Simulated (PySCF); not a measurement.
Dipole response of In⁺ (indium, charge +1)

[Kr] 4d10 5s2, closed-shell 1S. All numbers are calculated (PySCF 2.14, scalar relativity by spin-free X2C-1e, in aug-cc-pwCVTZ-DK3 (10s9p7d4f1g, 109 functions)). Coupled (time-dependent) response in atomic units; α is the mean over directions.

```tsv
method	mean α (bohr³)	C₆ (like pair)	S(−4)
UHF	29.61	211.3	394.3
PBE	23.75	163.5	235.0
PBE0	25.01	173.2	266.2
M06-2X	21.65	141.5	201.5
PW91	23.62	162.4	232.1
```

S(−4) is the Cauchy moment in α(ω) = α(0) + S(−4) ω² + …

α(iu) at PBE0:

| u (hartree) | α(iu) (bohr³) |
| --- | --- |
| 0 | 25.01 |
| 0.0500 | 24.37 |
| 0.100 | 22.65 |
| 0.200 | 17.93 |
| 0.300 | 13.75 |
| 0.500 | 8.698 |
| 0.750 | 5.780 |
| 1.00 | 4.294 |
| 1.50 | 2.783 |
| 2.00 | 1.999 |
| 3.00 | 1.191 |
| 5.00 | 0.5589 |

For an ion, C₆ is the dispersion term alone; charge-induced terms of lower order in 1/R come first.
